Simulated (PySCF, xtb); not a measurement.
(3E)-hexa-1,3-diene (C₆H₁₀), SMILES C(C)/C=C/C=C.

Geometry optimised at PBE0-D3(BJ)/def2-SVP. The values are those of a single conformer.

These are C-PCM-B3LYP/def2-SVP (PySCF) values and carry that method's errors.

The values are the electrostatic part of the solvation free energy, E(continuum) − E(gas) at the gas-phase geometry, in a cavity of scaled van der Waals radii (PySCF's table); cavitation and dispersion terms are not included. In vacuum the orbital gap is 5.44 eV. The dipole moment in vacuum is 0.62 D.

Computed values in water (ε = 78.36), N,N-dimethylformamide (ε = 37.22), 2-propanol (ε = 19.26):
```json
[
 {"solvent": "water", "ε": "78.36", "ΔG(elec) (kcal/mol)": "-1.8", "dipole (D)": "0.87", "gap (eV)": "5.45"},
 {"solvent": "N,N-dimethylformamide", "ε": "37.22", "ΔG(elec) (kcal/mol)": "-1.8", "dipole (D)": "0.87", "gap (eV)": "5.45"},
 {"solvent": "2-propanol", "ε": "19.26", "ΔG(elec) (kcal/mol)": "-1.8", "dipole (D)": "0.86", "gap (eV)": "5.45"}
]
```

For comparison, GFN2-xTB/ALPB(water) (xtb, at the GFN2-xTB geometry, all terms of that model) gives -0.6 kcal/mol.
